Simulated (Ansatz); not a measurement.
Ansatz (a first-principles code) input (PBE/def2-TZVPD):

Ansatz 0.2 input:
```yaml
crystal:
  periodic: [false, false, false]
  atoms:
    - {symbol: B, position_ang: [-0.00000000, -0.00000000, -0.76882028]}
    - {symbol: N, position_ang: [0.00000000, 0.00000000, 0.54915734]}
basis:
  gaussian:
    orbitals: def2-TZVPD
hamiltonian:
  xc: {name: PBE}
magnetization: {spin_polarized: true, initial_magnetization: 2}
output: {forces: true}
```

End of the output:

```
integrals: 0.01 GiB planned
344 factors; their error is unknown
mean field: 0.15 GiB planned
mean field evaluation 1: about -2153.3201 eV, gradient 3.5e1 eV
mean field evaluation 2: about -2098.5232 eV, gradient 9.1e1 eV
mean field evaluation 4: about -2158.8018 eV, gradient 3.8e0 eV
mean field evaluation 8: about -2158.8755 eV, gradient 1.3e-2 eV
mean field evaluation 16: about -2158.6832 eV, gradient 6.3e0 eV
mean field evaluation 32: about -2157.5525 eV, gradient 1.3e0 eV
mean field -2158.87551401 eV, -79.3372118016 hartree, gradient 1.1e-5 eV, S^2 2.003908; 5 other end points of the search recorded, 0 dependent functions left out
the calculation of the forces begins
reference -2158.87555168 eV, -79.3372131859 hartree; 7, 5 occupied and 67, 69 virtual orbitals, 344 factors
Total energy: -2158.87555168 eV, -79.3372131859 hartree
Atom 0 at    -0.000000    -0.000000    -0.768820 Å, force    -0.000000     0.000000    -0.815940 eV/Å
Atom 1 at     0.000000     0.000000     0.549157 Å, force     0.000000    -0.000000     0.815940 eV/Å
Dipole moment:     0.000000     0.000000    -0.391118 e Å
```
